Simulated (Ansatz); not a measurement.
Program: Ansatz 0.2.0.

A structure relaxed at PBE0-D4/def2-TZVP, charge 0, multiplicity 1:

Cartesian coordinates in Å:
```
O 1.0618 0.4318 1.4411
B 1.1090 0.5724 0.0966
C 0.0513 -0.1917 -0.7748
C -1.1945 -0.6564 -0.0585
Br -2.3423 0.8541 0.4094
H 1.7547 0.9082 1.9033
H 1.9856 1.2261 -0.4062
H 0.5752 -1.0817 -1.1635
H -0.2083 0.3871 -1.6662
H -1.8215 -1.3038 -0.6678
H -0.9710 -1.1462 0.8867
```

Q: Give its formula and SMILES.

A: C2H6BBrO, `OBCCBr`.

Q: Summarise the bond lengths by kind.

A: 1 × B–O 1.353 Å; 1 × H–O 0.960 Å; 1 × B–C 1.569 Å; 1 × B–H 1.204 Å; 1 × C–C 1.510 Å; 4 × C–H 1.088 to 1.103 Å; 1 × Br–C 1.954 Å.
